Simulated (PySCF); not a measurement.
Ba(F)2 anion (BaF2), SMILES [Ba]([F])[F] (connectivity only; charge and spin as stated), charge -1, multiplicity 2. Atoms are numbered in the order given.

```xyz
3

Ba     0.0000     0.0000     0.3044
F      0.0000    -1.9331    -0.9471
F      0.0000     1.9331    -0.9471
```
Charge -1, spin multiplicity 2.

Coordinates come from a B3LYP-D3(BJ)/def2-TZVPD optimisation. The multiplicity is an assumed one; other spin states were not compared. The isomer is the one that the SMILES or the coordinates give; other isomers of the formula were not compared. The def2 effective core potentials stand for the cores of Ba; spin–orbit coupling is left out.

Calculation: M06-2X/def2-TZVPD in PySCF.

Mulliken values depend strongly on the basis, most of all with diffuse functions as here. ESP charges are fitted to the potential on shells at 1.4 to 2.0 van der Waals radii. Atomic charges (e):

```tsv
atom	Mulliken	ESP fit	Mulliken spin
Ba1	0.71	-0.29	1.06
F2	-0.86	-0.35	-0.03
F3	-0.86	-0.35	-0.03
```
